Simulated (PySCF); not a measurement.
## (2-Hydroxy-3,3-dimethylbutyl)methylphenylphosphine sulfide (C13H21OPS): Computed beside measured shifts

System: (2-Hydroxy-3,3-dimethylbutyl)methylphenylphosphine sulfide (C13H21OPS), SMILES CC(C)(C)[C@H](O)C[P@@](C)(=S)c1ccccc1.

Atom-mapped SMILES (hydrogens are numbered by the atom that bears them): [CH3:1][C:2]([CH3:3])([CH3:4])[C@H:5]([OH:6])[CH2:7][P@@:8]([CH3:9])(=[S:10])[c:11]1[cH:12][cH:13][cH:14][cH:15][cH:16]1

Computed with GIAO PBE0/pcSseg-2, gas phase, PySCF SCF with an in-house response code, fitting set def2-universal-JFIT up to Ne and JKFIT beyond, grid level 2, non-relativistic, geometry: PBE0-D3(BJ)/def2-SVP.

One optimised conformer. Values are averaged over the atoms that symmetry or fast rotation interchanges, on this one geometry and without vibrational averaging. Shifts are the reference shielding less the shielding here, at the same level (13C, 1H against isolated TMS; 17O against isolated H2O; 31P against isolated H3PO4; 33S against isolated CS2); nuclei without a reference have shieldings only.

(1) What shifts does this level give for P8, and how do they compare with measurement?

Answers

(1) 
```tsv
atom	nucleus	computed / ppm	measured / ppm	computed less measured	measured against	medium of the measurement
P8	31P	25.6	38.08	-12.5	85 % H3PO4	CDCl3
```

Computed 19F and 31P shifts carry an offset from the reference molecule (CFCl3 is hard for DFT, lone H3PO4 or PH3 isn't the 85 % acid), so differences between compounds are more accurate than the values.

Measured values:  License and Terms: This is a supporting information file under the terms of the Creative Commons Attribution .
